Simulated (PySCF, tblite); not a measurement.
Isomers of C5H10F2N (doublet state), one GFN2-xTB conformer each. Single-point energies are computed at B3LYP/pcH-1 (PySCF, gas phase, no added dispersion term), electronic only. GFN2-xTB treats the open shell by occupation alone, and not every SCF solution was tested for stability.

```json
{"SMILES": "CC(C)([NH])CC(F)F", "GFN2-xTB relative energy (kJ/mol)": "3.4"}
{"SMILES": "CC(C)(N)[CH]C(F)F", "GFN2-xTB relative energy (kJ/mol)": "0.0"}
```

Conformers: `[CH3:1][C:2]([CH3:3])([NH:4])[CH2:5][CH:6]([F:7])[F:8]` (doublet state) with C1–C2–N4–H 49°, C1–C2–C5–C6 71°, C2–C5–C6–F7 162°; `[CH3:1][C:2]([CH3:3])([NH2:4])[CH:5][CH:6]([F:7])[F:8]` (doublet state) with C1–C2–N4–H -60° and 61°, C1–C2–C5–C6 129°, C2–C5–C6–F7 -83°.

Q: What does B3LYP/pcH-1 give for the same structures?

A: 
```csv
SMILES,B3LYP/pcH-1 E (Eh),B3LYP/pcH-1 (kJ/mol),GFN2-xTB (kJ/mol),point group
CC(C)(N)[CH]C(F)F,-450.96646,0.0,0.0,C1
CC(C)([NH])CC(F)F,-450.96581,1.7,3.4,C1
```

Both levels put the same isomer lowest. Neighbours under 21 kJ/mol apart (CC(C)(N)[CH]C(F)F and CC(C)([NH])CC(F)F) can change places with a better method, another conformer or zero-point energy.

Q: What happens when harmonic zero-point energies from GFN2-xTB frequencies are added?

A: 
```csv
SMILES,ZPE (kJ/mol),electronic (kJ/mol),with ZPE (kJ/mol)
CC(C)(N)[CH]C(F)F,377.6,0.0,0.0
CC(C)([NH])CC(F)F,377.6,1.7,1.7
```

The zero-point energies span 0.0 kJ/mol. The order is unchanged.

Q: As an exercise, what shares would exp(−E/RT) give at 500 K from these electronic energies alone (no entropy, no degeneracies)?

A: RT = 4.157 kJ/mol: CC(C)(N)[CH]C(F)F 60.1 %, CC(C)([NH])CC(F)F 39.9 %.
